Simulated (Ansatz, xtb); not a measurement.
## Isomers of C5H7NOS in order of energy

4 gas-phase structures of C5H7NOS, from a drawn sample of its isomers (lower ones may exist). Each was relaxed with GFN2-xTB; where two conformers were screened, the lower at r2SCAN-D4/def2-SVP//GFN2-xTB is listed:

A. `CC(=O)/C=C\C(N)=S`, a singlet
B. `C=C(O)/C=C/C(N)=S`, a singlet
C. `CC(=O)/C=C/C(N)=S`, a singlet
D. `C=C(O)/C=C\C(N)=S`, a singlet

Make a reasoned guess at their ranking by r2SCAN-D4/def2-SVP//GFN2-xTB single-point energy.

Calculated order at r2SCAN-D4/def2-SVP//GFN2-xTB: A (0.0), C (6.9), B (45.1), D (64.0) kJ/mol.

Energies above the lowest of each column, in kJ/mol; the last columns are at r2SCAN-D4/def2-SVP geometries:

```csv
structure,GFN2-xTB,HF/STO-3G,r2SCAN-D4/def2-SVP//GFN2-xTB,r2SCAN-D4/def2-SVP,CCSD(T)/def2-SVP + ΔMP2/def2-TZVPP
A,0.0,10.1,0.0,0.0,1.5
C,4.4,0.0,6.9,5.7,0.0
B,32.6,80.8,45.1,44.2,34.7
D,47.7,100.7,64.0,63.4,55.8
```

CCSD(T)/def2-SVP + ΔMP2/def2-TZVPP has A and C within 1 kcal/mol of each other at the bottom, and every level picks one of them. CCSD(T)/def2-SVP + ΔMP2/def2-TZVPP orders those it was run on as C (0.0), A (1.5), B (34.7), D (55.8) kJ/mol. Less than 1 kcal/mol parts C and A, so the order within that pair means little. Flexible structures stand in one conformer each, not always the lowest. The ΔMP2 step shifts differences by up to 16.9 kJ/mol, which makes them less sure. ΔMP2 is the change of the MP2 energy from the smaller to the larger basis.

Over these structures GFN2-xTB departs from r2SCAN-D4/def2-SVP//GFN2-xTB by 6.5 kJ/mol on average once a common shift is removed. A GFN2-xTB relaxation took about 0.11 s and the r2SCAN-D4/def2-SVP//GFN2-xTB energy about 4.2 s on a shared host (Ansatz 0.2.0, xtb 6.7.1).
